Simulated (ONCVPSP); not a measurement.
**Ge: one change to an ONCV potential, before and after**

| Quantity | Value |
| --- | --- |
| Element | Ge |
| Generator | ONCVPSP 4.0.1 |
| Type | optimised norm-conserving Vanderbilt (ONCV) |
| Functional | BLYP |
| Relativity | scalar-relativistic |
| Frozen core | [Ar] |
| Valence charge | 14 |
| Reference configuration | 3d10 4s2 4p1 (charge +1) |
| Partial waves | 4s: rc 1.85 bohr, ncon 4, nbas 8, qcut 3.1 1/bohr, 2 projectors, debl 2.9 Ha; 4p: rc 2.20 bohr, ncon 3, nbas 7, qcut 3.1 1/bohr, 1 projector; 3d: rc 1.10 bohr, ncon 5, nbas 9, qcut 16.6 1/bohr, local; f scattering state at 0.38 Ha: rc 2.00 bohr, ncon 4, nbas 8, qcut 5.9 1/bohr, 2 projectors, debl 2.1 Ha |
| Local potential | the d channel |
| Core correction | Teter function fitted to the true core (icmod 2), fcfact 0.25 |

Change: fully relativistic.

Cutoffs: the cutoffs (Ha) at which the residual kinetic energy of the hardest occupied pseudo-wave falls to 1 and 0.1 mHa per electron; they do not see the model core or the augmentation charge, which bear on the density cutoff. Errors are all-electron minus pseudo energies relative to the spin-unpolarised reference configuration.

Q: Predict the effect on cutoff, ghosts and configuration errors.

A: The potential gets neither clearly harder nor softer (105 Ha and 117 Ha → 105 Ha and 118 Ha); both files keep a bound ghost (p, s); the miss of the reference levels goes from 0.00 to 0.35 eV; of the 4 tests that both files solve, the error grows in 1 and shrinks in 3 by more than 15 % and 0.3 meV (median size 3.5 → 2.2 meV). In the changed file the local d channel has no projectors, so it cannot carry the spin–orbit splitting, and the file is wrong for that shell.

```tsv
quantity	base	changed
cutoff, loose	105 Ha	105 Ha
cutoff, tight	117 Ha	118 Ha
loose cutoff by channel	s 37 Ha, p 3.0 Ha, d 105 Ha	s 37 Ha, p 3.0 Ha, d 105 Ha
bound ghosts	s, p	s, p3/2, p1/2
GHOST(+) flags under 300 eV	f at 146.2 eV, s at 155.5 eV	f7/2 at 145.9 eV, f5/2 at 146.6 eV, s at 155.5 eV
largest miss of a reference level, eV	0.00	0.35
error for 3d10 4s2 4p2, meV [ΔE -7.36 eV]	+0.7	-0.3
error for 3d10 4s2 4p0, meV [ΔE 15.46 eV]	-6.3	-4.1
error for 3d10 4s1 4p0, meV [ΔE 50.40 eV]	-37	-31
error for 3d10 4s1 4p3, meV [ΔE 0.67 → 0.66 eV]	0.0	-0.4
s: phases at 1.87 bohr within 0.05 rad from the reference energy up to (Ha; the scan ends near 5)	3.7	3.7
rms error of d²Exc/dni dnj with the model core, mHa	3.89	6.30
```

 A true bound ghost makes a file unfit for plane-wave use even where its test errors are small: the radial tests pick states by their node count and pass the ghost by.
